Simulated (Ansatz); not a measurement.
Coupled-cluster run, `S[Si]1([ZnH])N[SiH2]1`.

```yaml
crystal:
  periodic: [false, false, false]
  atoms:
    - {symbol: S, position_ang: [-2.242682, -1.081933, -0.565469]}
    - {symbol: Si, position_ang: [-0.233532, -0.550168, -0.006505]}
    - {symbol: Zn, position_ang: [0.955122, -2.545954, 0.479529]}
    - {symbol: N, position_ang: [0.532054, 0.724497, -0.907341]}
    - {symbol: Si, position_ang: [0.295897, 1.549450, 0.595096]}
    - {symbol: H, position_ang: [-2.753775, 0.160854, -0.519860]}
    - {symbol: H, position_ang: [1.774641, -3.817013, 0.836717]}
    - {symbol: H, position_ang: [0.862670, 0.908376, -1.839584]}
    - {symbol: H, position_ang: [1.514084, 1.999365, 1.323232]}
    - {symbol: H, position_ang: [-0.704468, 2.652536, 0.604184]}
basis:
  gaussian: {orbitals: def2-TZVPP}
correlation: {method: ccsd_t, frozen_orbitals: {H: 0, "N": 1, S: 5, Si: 5, Zn: 9}}
output: {orbitals: {seedname: orbitals}}
```

```sh
$ ansatz run in.yaml --threads 4 --pin off --events-out ev --progress --plain --max-ram 10444MiB
```

Log, shortened:

```
Functional definition: HF
1758 factors; integrals over basis functions are off by at most 1.1e-3 eV
mean field evaluation 1: about -76476.1292 eV, gradient 4.2e1 eV
mean field evaluation 2: about -76476.6086 eV, gradient 4.3e1 eV
mean field evaluation 4: about -76481.1727 eV, gradient 5.5e0 eV
mean field evaluation 8: about -76481.2877 eV, gradient 8.2e-1 eV
mean field evaluation 16: about -76481.2896 eV, gradient 4.1e-6 eV
mean field -76481.28956996 eV, -2810.6355508160 hartree, gradient 4.1e-6 eV, S^2 0.000000; 0 other end points of the search recorded, 0 dependent functions left out
25 core orbitals not correlated: weight in the atoms' cores, before any rotation towards them, 1.000 or more for the frozen orbitals, at most 0.000 for the correlated occupied ones
reference -76481.28956996 eV, -2810.6355508160 hartree; 18, 18 occupied and 248, 248 virtual orbitals, 1758 factors
second order -30.81302825 eV of doubles, -0.00000000 eV of singles
cycle   1  -29.74458983 eV  change     1.1e0 eV  update   1.5e-1
cycle   2  -30.67982988 eV  change   -9.4e-1 eV  update   5.5e-2
cycle   3  -30.88835739 eV  change   -2.1e-1 eV  update   2.6e-2
cycle   4  -30.85979455 eV  change    2.9e-2 eV  update   7.3e-3
cycle   5  -30.84998766 eV  change    9.8e-3 eV  update   2.9e-3
cycle   6  -30.85229779 eV  change   -2.3e-3 eV  update   1.1e-3
cycle   7  -30.85186645 eV  change    4.3e-4 eV  update   4.0e-4
cycle   8  -30.85144229 eV  change    4.2e-4 eV  update   1.6e-4
cycle   9  -30.85157469 eV  change   -1.3e-4 eV  update   6.6e-5
cycle  10  -30.85163403 eV  change   -5.9e-5 eV  update   2.6e-5
cycle  11  -30.85158553 eV  change    4.8e-5 eV  update   1.2e-5
cycle  12  -30.85160024 eV  change   -1.5e-5 eV  update   4.7e-6
perturbative correction -1.26600476 eV, -0.0465248168 hartree
Total energy: -76513.40717496 eV, -2811.8158510297 hartree
```

Hardware: 4 threads of an Arm Neoverse V2 on a shared host. Wall time 4.5 min, peak host memory 8.1 GiB.

The correlation energy is -32.118 eV, 3.9 % of it from (T); the T1 diagnostic reads 0.0150.
